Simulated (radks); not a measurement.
Results of a calculation; reference values are marked as such.
Q: Isoelectronic series with 2 electrons, all held in the configuration [He], which need not be the ground one along the series. Level of theory: non-relativistic Kohn-Sham, PBE, spin-polarised, spherical densities, point nucleus (a radial shooting solver on a logarithmic mesh with Libxc functionals). Total energies (hartree) and screening constants sigma, defined by e = -(Z - sigma)^2 / (2 n^2) hartree:

| ion | E (hartree) | 1s |
|---|---|---|
| He | -2.89293 | 0.924 |
| N5+ | -44.70629 | 0.871 |
| Mg10+ | -136.51612 | 0.866 |
| Cl15+ | -278.32562 | 0.864 |
| Co25+ | -711.94444 | 0.863 |
| Ge30+ | -1003.75383 | 0.862 |
| Rb35+ | -1345.56322 | 0.862 |
| Mo40+ | -1737.37261 | 0.862 |
| Ag45+ | -2179.18199 | 0.862 |
| Te50+ | -2670.99138 | 0.861 |
| La55+ | -3212.8008 | 0.861 |
| Sm60+ | -3804.6102 | 0.861 |
| Ho65+ | -4446.4196 | 0.861 |

Estimate the row of Ti20+.

A: E (hartree) -470.13504; 1s 0.863.
